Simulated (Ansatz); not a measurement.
Species: sum formula AlOCl2H, charge 0, multiplicity 1. 
Geometry from a B3LYP-D3(BJ)/def2-TZVP (Ansatz, a first-principles code) optimisation:
```xyz
5

O     -1.9343    -0.6046    -0.1661
Al    -0.3350    -0.1053    -0.0291
Cl     1.2387    -1.2612    -0.7676
Cl     0.0571     1.7102     0.9021
H     -2.1996    -1.4271    -0.5810
```

Dipole moments at this geometry, in debye (magnitudes).

```json
[
 {"level": "PBE/def2-TZVPD", "program": "Ansatz", "dipole (D)": "1.56"},
 {"level": "r2SCAN/def2-TZVPD", "program": "Ansatz", "dipole (D)": "1.61"},
 {"level": "B97M-V/def2-TZVPD", "program": "Ansatz", "dipole (D)": "1.59"},
 {"level": "PBE0/def2-TZVPD", "program": "Ansatz", "dipole (D)": "1.61"},
 {"level": "BHLYP/def2-TZVPD", "program": "Ansatz", "dipole (D)": "1.65"},
 {"level": "r2SCANh/def2-TZVPD", "program": "Ansatz", "dipole (D)": "1.62"},
 {"level": "HSE06/def2-TZVPD", "program": "Ansatz", "dipole (D)": "1.61"},
 {"level": "wB97X-V/def2-TZVPD", "program": "Ansatz", "dipole (D)": "1.65"},
 {"level": "CCSD(T)/aug-cc-pV(D+d)Z", "program": "Ansatz", "dipole (D)": "1.59"}
]
```
